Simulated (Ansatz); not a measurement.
Reaction (hydrogenolysis of a C–C bond): `CC([SiH3])=C=N` + H₂ → `N=C=C[SiH3]` + CH₄

Calculated with Ansatz (gas phase, PBE0-D4/def2-TZVP geometries, no zero-point term in ΔE). CCSD(T)/CBS is the MP2 limit (def2-TZVPP, def2-QZVPP) plus CCSD(T) − MP2 in def2-TZVPP, frozen cores. This one scheme is used for every species. DFT in def2-TZVPP. Each species was taken in one conformer, which may not be the lowest.

`CC([SiH3])=C=N`:

Cartesian coordinates in Å:
```
C -0.411 -1.173 1.023
C -0.018 -0.183 -0.048
Si 0.647 1.491 0.395
C -0.127 -0.454 -1.322
N -0.103 -0.731 -2.509
H -1.207 -0.770 1.656
H -0.763 -2.111 0.593
H 0.440 -1.398 1.672
H -0.344 2.239 1.218
H 0.942 2.255 -0.843
H 1.886 1.353 1.209
H -0.941 -0.518 -3.045
```

H₂:

Z-matrix (Å, degrees):
```
H
H 1 0.746
```

`N=C=C[SiH3]`:

```xyz
9

N    -2.405    0.066    0.353
C    -1.212   -0.009    0.571
C     0.078    0.040    0.777
Si    1.264    0.152   -0.637
H    -2.917   -0.801    0.215
H     0.423    0.009    1.806
H     0.490    0.160   -1.904
H     2.082    1.390   -0.545
H     2.197   -1.007   -0.636
```

CH₄:

Z-matrix (Å, degrees):
```
C
H 1 1.090
H 1 1.090 2 109.5
H 1 1.090 2 109.5 3 -120.0
H 1 1.090 2 109.5 3 120.0
```

```
         species  r2SCAN-D4 energy (Eh)
`CC([SiH3])=C=N`             -462.67763
              H₂               -1.17130
   `N=C=C[SiH3]`             -423.37556
             CH₄              -40.50108
```

Q: Work out ΔE.

A: ΔE = (-423.37556) + (-40.50108) − (-462.67763) − (-1.17130) = -0.02771 Eh = -0.75 eV. CCSD(T)/CBS gives -0.73 eV.

Q: What do rigid-rotor, harmonic-oscillator terms from PBE0-D4/def2-TZVP frequencies (298.15 K, 1 bar) make of the CCSD(T)/CBS value? (Best estimate.)

A: Computed: ΔZPE = +0.17 eV, ΔH = -0.59 eV, ΔS = 21 J/(mol·K), ΔG = -0.65 eV.

Largest T1 diagnostic among the species: 0.015.

In def2-TZVPP, CCSD(T) changes the Hartree–Fock value by +0.22 eV (the triples alone add +0.05 eV) and MP2 by +0.27 eV. From BLYP to BHLYP (50 % exact exchange), in def2-TZVPP and without D4, ΔE moves by −0.04 eV.
